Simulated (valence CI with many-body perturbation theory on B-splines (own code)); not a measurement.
## E1 line list for Tl⁶⁵⁺

Computed by configuration interaction combined with many-body perturbation theory (CI+MBPT): six valence electrons over a frozen Dirac-Fock core [Ne], a basis of 9 s, 9 p, 8 d, 6 f, 3 g, 1 h functions for each j, with the one-electron correlation potential Σ1 (screened to all orders), the two-electron term Σ2, the three-electron term Σ3, Breit, model QED; selected single and double excitations, second order for the rest, scaled by the run's own slope (own B-spline code, finite nucleus).

No measured spectrum was set against this ion. As an estimate, large intervals hold to a few tenths of a per cent, small ones and those within an open d or f shell to about a per cent. Among the levels kept, up to 1100 cm⁻¹ of a level comes from second order outside the variational space, and about a tenth of that is noise between levels of different J, which matters for small intervals.

Lines 51 to 100 of 131 in falling wavelength, among levels below 966.10 eV, chosen from the strongest by gf and those to the six lowest levels. Wavelengths and rates use the calculated energies. Electric multipoles are in the length gauge with retardation, E1 and E2 with the static RPA response of the core. Weak lines are less certain than strong ones. Lines between different terms over intervals too small for the method are left out, as are lines whose strength nearly cancels. The highest levels of a list are the least certain.

Levels are named by their leading jj configuration (3d3/2^4 stands for four electrons in 3d with j = 3/2), which in mixed levels can hold well under half, so a name can repeat and another be missing. Letters in brackets count levels of one name in rising energy.

```csv
λ vac (nm),Upper,Lower,A (s⁻¹),S (a.u.) with core polarisation,S without
4.526,(3s^2 3p1/2^2 3p3/2 3d3/2) J=1,(3s^2 3p1/2^2 3p3/2^2) J=2,1.93e+10,2.66e-03,2.69e-03
4.521,(3s^2 3p1/2^2 3p3/2 3d3/2) J=3,(3s^2 3p1/2^2 3p3/2^2) J=2,3.09e+09,9.86e-04,9.98e-04
4.514,(3s^2 3p1/2 3p3/2^2 3d5/2) J=2 [b],(3s^2 3p1/2^2 3d3/2 3d5/2) J=1,2.83e+07,6.43e-06,6.53e-06
4.503,(3s^2 3p1/2 3p3/2^2 3d3/2) J=2 [b],(3s^2 3p1/2 3p3/2^3) J=2,4.74e+09,1.07e-03,1.08e-03
4.502,(3s^2 3p1/2^2 3d3/2^2) J=2,(3s^2 3p1/2^2 3p3/2 3d3/2) J=2,1.33e+10,2.99e-03,3.03e-03
4.495,(3s^2 3p1/2 3p3/2^3) J=1,(3s^2 3p1/2^2 3p3/2 3d3/2) J=2,3.52e+06,4.73e-07,4.81e-07
4.490,(3s^2 3p1/2 3p3/2^3) J=2,(3s^2 3p1/2^2 3p3/2 3d3/2) J=3,2.79e+07,6.22e-06,6.31e-06
4.485,(3s^2 3p1/2 3p3/2^3) J=2,(3s^2 3p1/2^2 3p3/2 3d3/2) J=1,9.03e+08,2.01e-04,2.04e-04
4.477,(3s^2 3p1/2 3p3/2^2 3d5/2) J=3 [b],(3s^2 3p1/2^2 3d3/2 3d5/2) J=2,5.30e+07,1.64e-05,1.67e-05
4.420,(3s^2 3p1/2 3p3/2^2 3d5/2) J=2 [b],(3s^2 3p1/2^2 3d3/2 3d5/2) J=2,4.11e+07,8.76e-06,8.87e-06
4.414,(3s^2 3p1/2^2 3d3/2 3d5/2) J=3,(3s^2 3p1/2^2 3p3/2 3d5/2) J=4,6.77e+09,2.01e-03,2.03e-03
4.355,(3s^2 3p1/2^2 3d3/2 3d5/2) J=2,(3s^2 3p1/2^2 3p3/2 3d5/2) J=2,7.43e+08,1.51e-04,1.53e-04
4.338,(3s^2 3p1/2 3p3/2^2 3d3/2) J=2 [b],(3s^2 3p1/2 3p3/2^3) J=1,3.73e+08,7.52e-05,7.59e-05
4.330,(3s^2 3p1/2 3p3/2^3) J=2,(3s^2 3p1/2^2 3p3/2 3d3/2) J=2,7.30e+08,1.46e-04,1.48e-04
4.286,(3s^2 3p1/2 3p3/2^2 3d5/2) J=3 [b],(3s^2 3p1/2^2 3d3/2 3d5/2) J=3,2.20e+07,5.99e-06,6.05e-06
4.278,(3s^2 3p1/2 3p3/2^2 3d3/2) J=1 [b],(3s^2 3p1/2^2 3d3/2^2) J=0,3.07e+08,3.56e-05,3.60e-05
4.267,(3s^2 3p1/2^2 3d3/2 3d5/2) J=1,(3s^2 3p1/2^2 3p3/2 3d5/2) J=2,1.60e+10,1.84e-03,1.86e-03
4.265,(3s^2 3p1/2 3p3/2^2 3d3/2) J=3 [b],(3s^2 3p1/2 3p3/2^3) J=2,1.26e+09,3.37e-04,3.41e-04
4.224,(3s^2 3p1/2^2 3d3/2^2) J=0,(3s^2 3p1/2^2 3p3/2 3d3/2) J=1,5.24e+10,1.95e-03,1.97e-03
4.153,(3s^2 3p1/2^2 3d3/2 3d5/2) J=4,(3s^2 3p1/2^2 3p3/2 3d5/2) J=4,2.52e+10,8.02e-03,8.11e-03
4.137,(3s^2 3p1/2 3p3/2^2 3d3/2) J=2 [c],(3s^2 3p1/2 3p3/2^3) J=2,2.41e+09,4.21e-04,4.28e-04
4.109,(3s^2 3p1/2 3p3/2^2 3d3/2) J=3 [b],(3s^2 3p1/2^2 3d3/2^2) J=2,3.00e+08,7.18e-05,7.28e-05
3.991,(3s^2 3p1/2 3p3/2^2 3d3/2) J=2 [c],(3s^2 3p1/2^2 3d3/2^2) J=2,1.35e+08,2.11e-05,2.14e-05
3.907,(3s^2 3p1/2 3p3/2^2 3d3/2) J=1 [b],(3s^2 3p1/2 3p3/2^3) J=1,5.99e+09,5.29e-04,5.36e-04
3.901,(3s^2 3p1/2 3p3/2^2 3d3/2) J=1 [b],(3s^2 3p1/2^2 3d3/2^2) J=2,7.65e+07,6.73e-06,6.81e-06
3.864,(3s^2 3p1/2 3p3/2^2 3d3/2) J=1 [c],(3s^2 3p1/2 3p3/2^3) J=2,2.45e+09,2.09e-04,2.13e-04
3.402,(3s^2 3p1/2 3p3/2^2 3d5/2) J=3 [a],(3s^2 3p1/2 3p3/2^3) J=2,1.40e+09,1.90e-04,1.92e-04
3.237,(3s^2 3p1/2 3p3/2^2 3d5/2) J=1,(3s^2 3p1/2 3p3/2^3) J=2,9.92e+10,4.98e-03,5.04e-03
3.167,(3s^2 3p1/2^2 3d5/2^2) J=2,(3s^2 3p1/2^2 3p3/2 3d5/2) J=1,2.18e+11,1.71e-02,1.73e-02
3.150,(3s^2 3p1/2 3p3/2^2 3d5/2) J=1,(3s^2 3p1/2 3p3/2^3) J=1,6.57e+10,3.04e-03,3.07e-03
3.148,(3s^2 3p1/2^2 3d5/2^2) J=4,(3s^2 3p1/2^2 3p3/2 3d5/2) J=3,5.87e+11,8.13e-02,8.22e-02
3.146,(3s^2 3p1/2 3p3/2^2 3d5/2) J=1,(3s^2 3p1/2^2 3d3/2^2) J=2,7.55e+08,3.48e-05,3.52e-05
3.130,(3s^2 3p1/2 3p3/2^2 3d5/2) J=0,(3s^2 3p1/2 3p3/2^3) J=1,1.61e+11,2.44e-03,2.46e-03
3.120,(3s^2 3p1/2^2 3d3/2 3d5/2) J=3,(3s^2 3p1/2^2 3p3/2 3d3/2) J=3,6.19e+10,6.50e-03,6.57e-03
3.105,(3s^2 3p1/2^2 3p3/2 3d5/2) J=2,(3s^2 3p1/2^2 3p3/2^2) J=2,2.53e+11,1.87e-02,1.89e-02
3.077,(3s^2 3p1/2 3p3/2^2 3d5/2) J=2 [a],(3s^2 3p1/2 3p3/2^3) J=2,7.63e+09,5.49e-04,5.55e-04
3.064,(3s^2 3p1/2^2 3d5/2^2) J=2,(3s^2 3p1/2^2 3p3/2 3d5/2) J=3,1.18e+11,8.38e-03,8.47e-03
3.042,(3s^2 3p1/2^2 3d3/2 3d5/2) J=3,(3s^2 3p1/2^2 3p3/2 3d3/2) J=2,3.35e+11,3.26e-02,3.30e-02
3.026,(3s^2 3p1/2^2 3d3/2 3d5/2) J=2,(3s^2 3p1/2^2 3p3/2 3d3/2) J=3,2.18e+10,1.49e-03,1.51e-03
3.024,(3s^2 3p1/2^2 3d3/2 3d5/2) J=2,(3s^2 3p1/2^2 3p3/2 3d3/2) J=1,2.62e+11,1.79e-02,1.81e-02
3.021,(3s^2 3p1/2^2 3p3/2 3d5/2) J=1,(3s^2 3p1/2^2 3p3/2^2) J=0,4.42e+11,1.80e-02,1.82e-02
3.020,(3s^2 3p1/2 3p3/2^2 3d5/2) J=3 [b],(3s^2 3p1/2 3p3/2^3) J=2,1.97e+09,1.87e-04,1.89e-04
2.999,(3s^2 3p1/2 3p3/2^2 3d5/2) J=2 [a],(3s^2 3p1/2 3p3/2^3) J=1,2.64e+10,1.76e-03,1.78e-03
2.994,(3s^2 3p1/2 3p3/2^2 3d5/2) J=2 [b],(3s^2 3p1/2 3p3/2^3) J=2,1.78e+11,1.18e-02,1.19e-02
2.987,(3s^2 3p1/2^2 3d3/2 3d5/2) J=4,(3s^2 3p1/2^2 3p3/2 3d3/2) J=3,4.79e+11,5.67e-02,5.73e-02
2.982,(3s^2 3p1/2^2 3d3/2 3d5/2) J=1,(3s^2 3p1/2^2 3p3/2 3d3/2) J=0,2.32e+11,9.10e-03,9.20e-03
2.981,(3s^2 3p1/2^2 3d3/2 3d5/2) J=1,(3s^2 3p1/2^2 3p3/2 3d3/2) J=1,2.17e+11,8.52e-03,8.61e-03
2.954,(3s^2 3p1/2^2 3p3/2 3d5/2) J=3,(3s^2 3p1/2^2 3p3/2^2) J=2,8.06e+11,7.18e-02,7.26e-02
2.952,(3s^2 3p1/2^2 3d3/2 3d5/2) J=2,(3s^2 3p1/2^2 3p3/2 3d3/2) J=2,1.69e+11,1.07e-02,1.09e-02
2.946,(3s^2 3p1/2^2 3d5/2^2) J=0,(3s^2 3p1/2^2 3p3/2 3d5/2) J=1,1.04e+12,1.31e-02,1.33e-02
```
